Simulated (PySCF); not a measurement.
C3H7S, SMILES [CH2]SCC, multiplicity 2.

Coordinates come from a PBE0-D3(BJ)/def2-SVP optimisation. The isomer is the one that the SMILES or the coordinates give; other isomers of the formula were not compared. The values are those of a single conformer.

Level of theory: PBE/def2-TZVP (PySCF).

Isolated molecule, no solvent.

Computed frontier levels, dipole moment and polarisability:
```json
{
 "α spin, highest occupied and lowest empty level": "-3.74 and -0.06 eV",
 "β spin, highest occupied and lowest empty level": "-6.41 and -2.31 eV",
 "dipole_moment": "1.48 D",
 "quadrupole, principal values (traceless, Buckingham form, about the centre of nuclear charge)": "-3.39, 0.06, 3.33 D·Å",
 "mean_static_polarisability": "58.6 bohr³ (8.68 Å³)",
 "polarisability_principal_values": "46.8, 57.1, 71.9 bohr³",
 "⟨S²⟩": "0.754 (pure state 0.75)"
}
```
